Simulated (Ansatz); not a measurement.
An input meant for the cluster B₄⁻ (charge -1, doublet).

```yaml
crystal:
  periodic: [false, false, false]
  atoms:
    - {symbol: B, position_ang: [-0.821518, 0.334173, 0.047790]}
    - {symbol: B, position_ang: [-0.479083, -1.250568, -0.026265]}
    - {symbol: B, position_ang: [0.835222, -0.298517, -0.046176]}
    - {symbol: B, position_ang: [0.465369, 1.214913, 0.024651]}
basis:
  gaussian: {orbitals: pcseg-2}
magnetization: {spin_polarized: true, initial_magnetization: 1}
hamiltonian: {xc: {name: wB97X-V}}
scf: {omitted_lower_state_checks: [starts]}
output: {forces: true}
```

```sh
$ ansatz run in.yaml --threads 4 --pin off --events-out ev --progress --plain --max-ram 3916MiB
```

It prints (some lines left out):

```
Error: a molecule whose nuclei and cores have a total charge of 20 cannot have a net charge of 0 together with 1 unpaired electrons
```

In this input the number of unpaired electrons doesn't fit the electron count. The input was rejected before any iteration.
